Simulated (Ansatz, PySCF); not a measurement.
Mean bond length (Å) of eight silicon and germanium compounds: PBE-D3(BJ) beside ωB97X-D3(BJ), computed with Ansatz (a first-principles code) and PySCF for isolated molecules in the bases named; differences from unrounded values. The eight are the first of their class met in an unordered collection, after screening for sound electronic states; none was chosen by its value. Each level has its own optimised geometry.

```
molecule                                                        basis  ωB97X-D3(BJ)  PBE-D3(BJ)  difference
-----------------------------------------------------------  --------  ------------  ----------  ----------
C4H7FSi, SMILES C(=C\C=C)(/[SiH3])F                          def2-SVP         1.353           …           …
C3H9FSi2, SMILES [SiH3]C1([SiH2]F)CC1                        def2-SVP         1.448           …           …
C3H8FNSi, SMILES C([Si@@H](NC)F)=C                           def2-SVP         1.316       1.325       0.009
CH₃F₃OSi, SMILES O[Si](F)(F)CF                               def2-SVP         1.413           …           …
CH₅BrGe, SMILES [CH3][GeH2][Br]                              def2-SVP         1.517       1.532       0.015
CHCl2F3Si, SMILES [SiH](Cl)(Cl)C(F)(F)F                      def2-SVP         1.644       1.660       0.016
CH₁₃NSi₄, SMILES N[Si@@H](C[SiH3])[SiH2][SiH3]               def2-SVP         1.548       1.562       0.013
ethenyl(silyloxy)silane (C₂H₈OSi₂), SMILES C=C[SiH2]O[SiH3]  def2-SVP         1.439       1.451       0.012
```

**Question.** Fill in the missing entries. (The exact figures need the calculation; the answer reports its results.)

**Answer.** 
- C3H9FSi2, SMILES [SiH3]C1([SiH2]F)CC1, PBE-D3(BJ): 1.459
- C3H9FSi2, SMILES [SiH3]C1([SiH2]F)CC1, difference: 0.011
- CH₃F₃OSi, SMILES O[Si](F)(F)CF, PBE-D3(BJ): 1.425
- CH₃F₃OSi, SMILES O[Si](F)(F)CF, difference: 0.012
- C4H7FSi, SMILES C(=C\C=C)(/[SiH3])F, PBE-D3(BJ): 1.361
- C4H7FSi, SMILES C(=C\C=C)(/[SiH3])F, difference: 0.008

PBE-D3(BJ) lies below ωB97X-D3(BJ) in 0 and above it in 8 of the eight; the mean signed difference is 0.012 and the largest 0.016 Å.
